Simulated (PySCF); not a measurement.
Pt⁻ (platinum, charge -1) across methods

[Xe] 4f14 5d9 6s2, 2D determinant. All numbers are calculated (PySCF 2.14, a scalar-relativistic core potential, in aug-cc-pwCVDZ-PP with ECP60MDF (6s6p5d3f, 70 functions)).

| method | E (hartree) | mean ε 5d α (eV) | mean ε 6s β (eV) | mean ε 5d β (eV) | Σ⟨r²⟩ (bohr²) | ⟨S²⟩ |
| --- | --- | --- | --- | --- | --- | --- |
| LDA | -119.2713 | 0.136 | 0.301 | 0.732 | 72.96 | 0.753 |
| PBE | -119.4878 | 0.237 | 0.550 | 0.825 | 73.79 | 0.754 |
| r2SCAN0 | -119.4281 | -1.458 | -0.120 | -0.616 | 72.37 | 0.757 |
| M06 | -119.4529 | -1.409 | -0.033 | -0.628 | 73.20 | 0.754 |
| r2SCAN | -119.4896 | 0.038 | 0.426 | 0.739 | 72.20 | 0.757 |
| B3LYP | -119.4959 | -0.985 | 0.122 | -0.316 | 73.89 | 0.753 |
| PBE0 | -119.4324 | -1.267 | 0.040 | -0.528 | 73.40 | 0.754 |
| UHF | -118.52938 | -5.431 | -0.833 | -4.350 | 79.21 | 0.769 |
| CAM-B3LYP | -119.3927 | -2.551 | -0.969 | -1.863 | 73.71 | 0.753 |

Energies and moments cover only the electrons outside the core potential. Spin-orbit coupling, absent here, splits the open shell strongly. The outer electron is barely bound at this level, so radii and moments hang on the diffuse functions.

The highest occupied level is positive at LDA, PBE, r2SCAN, B3LYP, PBE0: only the finite basis holds that electron, which in a density functional comes from self-interaction.
